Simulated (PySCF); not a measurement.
Species: C3H5GeNO.
Structure used (PBE0-D3(BJ)/def2-SVP), in Å, numbered top down from 1:
```
atom  x, y, z in Å
C1     2.351   -0.251    0.225
C2     1.087    0.113    0.017
O3     0.045   -0.478    0.655
Ge4   -1.595   -0.572   -0.024
C5    -2.022    1.194   -0.677
N6    -2.263    2.257   -1.072
H7     2.597   -1.070    0.905
H8     3.158    0.286   -0.275
H9     0.831    0.943   -0.657
H10   -2.509   -0.918    1.144
H11   -1.642   -1.530   -1.218
```

Method: PySCF 2.14.0, PBE0-D3(BJ)/def2-SVP geometry optimisation, gas phase.

Masses are those of the commonest isotopes; rigid-rotor values at the optimised geometry. The values belong to one conformer with, in the numbering `[CH2:1]=[CH:2][O:3][GeH2:4][C:5]#[N:6]`, C1–C2–O3–Ge4 -153°, C2–O3–Ge4–C5 -47°.

Give the principal moments of inertia and the rotational constants in GHz.

Ia = 132.34, Ib = 329.70, Ic = 447.63 u·Å²; 505379 MHz·u·Å²/I gives 3819, 1533 and 1129 MHz, that is A = 3.8187, B = 1.5328, C = 1.1290 GHz.

Classify the top.

An asymmetric top: κ = (2 × 1533 − 3819 − 1129)/(3819 − 1129) = -0.70.

Is it planar, by Δ = Ic − Ia − Ib?

Not planar: Δ = Ic − Ia − Ib = -14.42 u·Å². For a rigid frame Δ = −2 Σ m c², so Σ m c² = 7.21 u·Å² lies off the ab plane: 3.68 from hydrogen and 3.53 from heavier atoms. The atom farthest from that plane is 1.51 Å away.

List the rotational levels J(Ka,Kc) to J = 4 (MHz).

Above 0(0,0):
J = 1: 1(0,1) 2662, 1(1,1) 4948, 1(1,0) 5352
J = 2: 2(0,2) 7937, 2(1,2) 9868, 2(1,1) 11079, 2(2,1) 17937, 2(2,0) 17986
J = 3: 3(0,3) 15731, 3(1,3) 17218, 3(1,2) 19638, 3(2,2) 25922, 3(2,1) 26162, 3(3,1) 38390, 3(3,0) 38394
J = 4: 4(0,4) 25927, 4(1,4) 26970, 4(1,3) 30983, 4(2,3) 36531, 4(2,2) 37222, 4(3,2) 49125, 4(3,1) 49151, 4(4,1) 66461, 4(4,0) 66461

Which lines would a microwave search look for?

The dipole components are |μa| = 0.41 D, |μb| = 2.65 D, |μc| = 0.85 D. Intensities carry the squares of the components, which stand as 0.02 : 1.00 : 0.10 (a : b : c). Some of the stronger lines:

```json
{"type": "c", "branch": "Q", "J(Ka,Kc)": "4(1,4) ← 4(0,4)", "MHz": "1044", "lower level (cm⁻¹)": "0.865"}
{"type": "c", "branch": "Q", "J(Ka,Kc)": "3(1,3) ← 3(0,3)", "MHz": "1487", "lower level (cm⁻¹)": "0.525"}
{"type": "c", "branch": "Q", "J(Ka,Kc)": "2(1,2) ← 2(0,2)", "MHz": "1931", "lower level (cm⁻¹)": "0.265"}
{"type": "c", "branch": "Q", "J(Ka,Kc)": "1(1,1) ← 1(0,1)", "MHz": "2286", "lower level (cm⁻¹)": "0.089"}
{"type": "b", "branch": "R", "J(Ka,Kc)": "4(1,3) ← 3(2,2)", "MHz": "5061", "lower level (cm⁻¹)": "0.865"}
{"type": "c", "branch": "R", "J(Ka,Kc)": "1(1,0) ← 0(0,0)", "MHz": "5352", "lower level (cm⁻¹)": "0.000"}
{"type": "b", "branch": "Q", "J(Ka,Kc)": "4(2,2) ← 4(1,3)", "MHz": "6240", "lower level (cm⁻¹)": "1.033"}
{"type": "b", "branch": "Q", "J(Ka,Kc)": "2(2,0) ← 2(1,1)", "MHz": "6907", "lower level (cm⁻¹)": "0.370"}
{"type": "b", "branch": "Q", "J(Ka,Kc)": "2(2,1) ← 2(1,2)", "MHz": "8069", "lower level (cm⁻¹)": "0.329"}
{"type": "b", "branch": "Q", "J(Ka,Kc)": "3(2,2) ← 3(1,3)", "MHz": "8704", "lower level (cm⁻¹)": "0.574"}
{"type": "b", "branch": "R", "J(Ka,Kc)": "4(0,4) ← 3(1,3)", "MHz": "8709", "lower level (cm⁻¹)": "0.574"}
{"type": "c", "branch": "R", "J(Ka,Kc)": "3(1,2) ← 2(0,2)", "MHz": "11701", "lower level (cm⁻¹)": "0.265"}
{"type": "c", "branch": "Q", "J(Ka,Kc)": "4(3,2) ← 4(2,2)", "MHz": "11903", "lower level (cm⁻¹)": "1.242"}
{"type": "b", "branch": "Q", "J(Ka,Kc)": "3(3,0) ← 3(2,1)", "MHz": "12232", "lower level (cm⁻¹)": "0.873"}
{"type": "b", "branch": "R", "J(Ka,Kc)": "2(2,1) ← 1(1,0)", "MHz": "12585", "lower level (cm⁻¹)": "0.179"}
{"type": "b", "branch": "Q", "J(Ka,Kc)": "4(3,2) ← 4(2,3)", "MHz": "12594", "lower level (cm⁻¹)": "1.219"}
{"type": "c", "branch": "R", "J(Ka,Kc)": "2(2,0) ← 1(1,0)", "MHz": "12634", "lower level (cm⁻¹)": "0.179"}
{"type": "b", "branch": "R", "J(Ka,Kc)": "3(2,1) ← 2(1,2)", "MHz": "16295", "lower level (cm⁻¹)": "0.329"}
{"type": "b", "branch": "Q", "J(Ka,Kc)": "4(4,1) ← 4(3,2)", "MHz": "17336", "lower level (cm⁻¹)": "1.639"}
{"type": "c", "branch": "R", "J(Ka,Kc)": "4(2,2) ← 3(1,2)", "MHz": "17585", "lower level (cm⁻¹)": "0.655"}
{"type": "b", "branch": "R", "J(Ka,Kc)": "4(2,2) ← 3(1,3)", "MHz": "20004", "lower level (cm⁻¹)": "0.574"}
{"type": "b", "branch": "R", "J(Ka,Kc)": "3(3,1) ← 2(2,0)", "MHz": "20404", "lower level (cm⁻¹)": "0.600"}
{"type": "c", "branch": "R", "J(Ka,Kc)": "3(3,0) ← 2(2,0)", "MHz": "20408", "lower level (cm⁻¹)": "0.600"}
{"type": "c", "branch": "R", "J(Ka,Kc)": "4(3,2) ← 3(2,2)", "MHz": "23203", "lower level (cm⁻¹)": "0.865"}
{"type": "c", "branch": "R", "J(Ka,Kc)": "4(4,0) ← 3(3,0)", "MHz": "28068", "lower level (cm⁻¹)": "1.281"}
{"type": "c", "branch": "R", "J(Ka,Kc)": "4(4,1) ← 3(3,1)", "MHz": "28071", "lower level (cm⁻¹)": "1.281"}
```

Estimate the classical rotational partition function at 10 K, 50 K and 298.15 K.

Point group C1, symmetry number σ = 1; q = (√π/σ)·√((kT/h)³/(ABC)), k/h = 20836.6 MHz/K: 2070 at 10 K, 23200 at 50 K, 338000 at 298.15 K.

Stationary, but not proved a minimum. No vibrational averaging or centrifugal distortion is included, and the geometry carries the error of its method. Quadrupole hyperfine structure (14N) is left out.
